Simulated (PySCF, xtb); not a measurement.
C₂H₅FSi₂, SMILES C#C[Si@@H](F)[SiH3].

GFN2-xTB (xtb) at its own geometry gives an orbital gap of 4.17 eV and a dipole moment of 1.82 D.

The structure is a stationary point at B3LYP-D3(BJ)/def2-SVP. The structure was generated by enumeration; whether it is a known compound was not checked.

Problem. What does PBE0/def2-TZVP (PySCF) give? (The exact figures need the calculation; the answer reports its results.)

Solution. gap 6.91 eV (levels -8.08 and -1.17 eV), dipole 1.78 D.
